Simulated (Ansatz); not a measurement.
Basis sets compared for the cluster Al₃O₃⁺. The state is a singlet with charge 1. Geometry r2SCAN-D4/def2-SVP. Ansatz on 4 threads of Arm Neoverse V1 on a shared host; times are rough, and most runs start from earlier orbitals.

```xyz
6

Al    2.199    1.176    0.550
Al   -0.704   -0.376   -0.176
Al   -3.667   -1.958   -0.921
O     3.579    1.908    0.902
O     0.713    0.384    0.177
O    -2.120   -1.134   -0.533
```

Another isomer (singlet) lies 1.64 eV lower at PBE0-D4/def2-TZVP; other spin states weren't run for this one.

```tsv
level	functions	energy (Eh)	HOMO (eV)	LUMO (eV)	wall time
PBE-D4/def2-SVP	96	-951.8213	-9.62	-8.68	0.75 s
PBE0-D4/def2-SVP	96	-951.8625	-10.90	-7.99	0.95 s
```

Q: Estimate the rows for PBE-D4/def2-TZVP (with forces), PBE0-D4/def2-TZVP.

A: 
```json
{"level": "PBE-D4/def2-TZVP (with forces)", "functions": "204", "energy (Eh)": "-952.3650", "HOMO (eV)": "-9.68", "LUMO (eV)": "-8.81", "wall time": "1.9 s"}
{"level": "PBE0-D4/def2-TZVP", "functions": "204", "energy (Eh)": "-952.4026", "HOMO (eV)": "-10.98", "LUMO (eV)": "-8.13", "wall time": "2.9 s"}
```
